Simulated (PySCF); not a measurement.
C10H10Os, singlet, GFN2-xTB optimised geometry.

```
21

Os    -0.02     0.02     0.00
C      1.78     0.26    -1.33
C      2.23     0.02     0.00
C      1.78     1.09     0.82
C      1.05     2.00     0.00
C      1.05     1.48    -1.33
H      2.06    -0.31    -2.20
H      2.91    -0.77     0.30
H      2.06     1.26     1.85
H      0.69     2.97     0.30
H      0.69     2.00    -2.20
C     -1.22    -1.18     1.48
C     -1.01    -1.98     0.33
C     -1.65    -1.34    -0.78
C     -2.25    -0.14    -0.30
C     -1.99    -0.04     1.10
H     -0.97    -1.46     2.50
H     -0.57    -2.97     0.31
H     -1.77    -1.76    -1.76
H     -2.91     0.50    -0.86
H     -2.42     0.69     1.77
```

Density from PySCF with PBE0/def2-SVP, def2 effective core potentials past Kr at that geometry. The core electrons that the potentials of Os replace are not part of the density.

Minimum of the electron density along straight lines between bonded atoms, close to the bond critical point (lines longer than 1.1 times the sum of covalent radii, or with two minima, are not listed):

```
bond     length / Å  ρ at the minimum / e bohr⁻³  ∇²ρ there / e bohr⁻⁵  position (fraction from the first atom)
-------  ----------  ---------------------------  --------------------  ---------------------------------------
C2–C3         1.424                        0.289                 -0.67                                     0.50
C3–C4         1.424                        0.289                 -0.67                                     0.50
C4–C5         1.424                        0.289                 -0.67                                     0.50
C2–C6         1.424                        0.289                 -0.67                                     0.50
C5–C6         1.424                        0.289                 -0.67                                     0.50
C2–H7         1.080                        0.282                 -1.08                                     0.64
C3–H8         1.080                        0.282                 -1.08                                     0.64
C4–H9         1.080                        0.282                 -1.08                                     0.64
C5–H10        1.080                        0.282                 -1.08                                     0.64
C6–H11        1.080                        0.282                 -1.08                                     0.64
C12–C13       1.424                        0.289                 -0.67                                     0.50
C13–C14       1.424                        0.289                 -0.67                                     0.50
C14–C15       1.424                        0.289                 -0.67                                     0.50
C12–C16       1.424                        0.289                 -0.67                                     0.50
C15–C16       1.424                        0.289                 -0.67                                     0.50
C12–H17       1.080                        0.282                 -1.08                                     0.64
C13–H18       1.080                        0.282                 -1.08                                     0.64
C14–H19       1.080                        0.282                 -1.08                                     0.64
C15–H20       1.080                        0.282                 -1.08                                     0.64
C16–H21       1.080                        0.282                 -1.08                                     0.64
```
